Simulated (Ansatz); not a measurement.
Cost and result for the atomization energy of C2H9AlOSi, SMILES `[CH3][Al]([SiH3])[CH2]O` (14 atoms, 13 bonds).

| atom | x (Å) | y (Å) | z (Å) |
| --- | --- | --- | --- |
| C1 | 0.324 | -1.798 | 1.060 |
| Al2 | 0.072 | -0.089 | 0.158 |
| Si3 | 0.840 | 2.022 | 1.177 |
| C4 | -0.811 | 0.030 | -1.607 |
| O5 | -1.194 | -1.268 | -2.053 |
| H6 | 1.380 | -1.977 | 1.286 |
| H7 | -0.204 | -1.817 | 2.020 |
| H8 | -0.044 | -2.627 | 0.451 |
| H9 | 0.561 | 3.225 | 0.339 |
| H10 | 2.313 | 2.006 | 1.429 |
| H11 | 0.191 | 2.260 | 2.501 |
| H12 | -0.127 | 0.519 | -2.321 |
| H13 | -1.679 | 0.706 | -1.531 |
| H14 | -1.621 | -1.190 | -2.909 |

The species carries charge 0 and has multiplicity 1. Geometry: relaxed with PBE0-D4/def2-TZVP. It is one conformer, not always the lowest. Program: Ansatz. All runs use 4 threads of an Arm Neoverse V2 on a shared host. Times are those of one run each, without the atoms' runs, and a repeat can differ threefold. Electronic energies, without spin–orbit coupling; frozen cores. CCSD(T)/CBS adds CCSD(T) − MP2 in def2-TZVPP to the MP2 limit, and its time is that of the two runs behind it. T1 = 0.011. B3LYP takes the VWN-RPA correlation (the form of Gaussian; ORCA's B3LYP/G).

CCSD(T)/CBS is a level of theory with its own doubt, some kJ/mol a heavy atom from the limit and from the frozen cores, so smaller differences don't rank the functionals.

```csv
level,functions,wall time,atomization (kJ/mol),difference from CCSD(T)/CBS,per bond
PBE-D4/def2-TZVPP (with forces),303,2.9 s,4748.2,30.4,2.3
PBE0-D4/def2-TZVPP,303,3.7 s,4693.7,-24.1,-1.9
r2SCAN-D4/def2-TZVPP (with forces),303,6 s,4719.2,1.4,0.1
B3LYP-D4/def2-TZVPP (with forces),303,6 s,4704.3,-13.5,-1.0
B2PLYP/def2-TZVPP,303,6.5 s,4649.3,-68.5,-5.3
ωB97X-V/def2-TZVPP,303,9.5 s,4729.1,11.3,0.9
ωB97M-V/def2-TZVPP (with forces),303,14 s,4717.2,-0.6,0.0
MP2/def2-QZVPP,581,28 s,4692.4,-25.4,-1.9
CCSD(T)/def2-TZVPP,303,13 min,4599.9,-117.9,-9.1
CCSD(T)/CBS(def2),–,13 min,4717.8,0.0,0.0
```

From PBE to PBE0 (25 % exact exchange), in def2-TZVPP and without D4, the atomization energy moves by −51.1 kJ/mol: exact exchange takes away binding that semilocal exchange gives to molecules. In def2-TZVPP, CCSD(T) changes the Hartree–Fock value by +1117.2 kJ/mol (the triples alone add +55.1 kJ/mol) and MP2 by +1139.9 kJ/mol; breaking electron pairs costs correlation energy, which Hartree–Fock lacks. The D4 term adds +39.9 kJ/mol with B3LYP and +21.5 kJ/mol with PBE0; it sums over pairs of atoms, weighted by their polarisabilities, and B3LYP, whose exchange is more repulsive, gets the larger term.
